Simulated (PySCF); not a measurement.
## Trend along the alkali metals: MCs molecules

PBE with double-zeta basis sets in PySCF, for the lowest determinant that a PBE0 search found; no spin–orbit coupling. De refers to high-spin ground-configuration atoms. A positive dipole means M(−)Cs(+).

| M | basis | state (unpaired electrons) | Re (Å) | ωe (cm⁻¹) | De (eV) | μ (D) |
| --- | --- | --- | --- | --- | --- | --- |
| Li | def2-SVP | singlet (closed shell) | 3.778 | 169 | 0.65 | 4.03 |
| K | def2-SVP | singlet (closed shell) | 4.367 | 64.8 | 0.54 | 1.60 |
| Rb | def2-SVP | singlet (closed shell) | 4.515 | 47.0 | 0.51 | 1.09 |
| Cs | def2-SVP | singlet (closed shell) | 4.749 | 39.3 | 0.48 | n/a |

Problem. The row for M = Na is missing. Estimate Re, ωe and De as the mean of the rows for Li and K, and compare with the calculation.

Solution. The means are 4.072 Å, 117 cm⁻¹ and 0.59 eV. PBE in def2-SVP gives CsNa as a singlet (closed shell) with Re = 3.918 Å, ωe = 93.1 cm⁻¹, De = 0.65 eV, so the estimate is off by +15.5 pm, +26 % and -0.06 eV.

Closed-shell solutions of metal pairs were not tested for spin polarisation, which can lower them a little. Weak bonds: Cs2. Basis-set superposition, not corrected here, can be much of De in a small basis, most of all at correlated wavefunction levels. Functionals without a dispersion term scatter widely for such bonds, and LDA overbinds them. Spin–orbit coupling is left out.
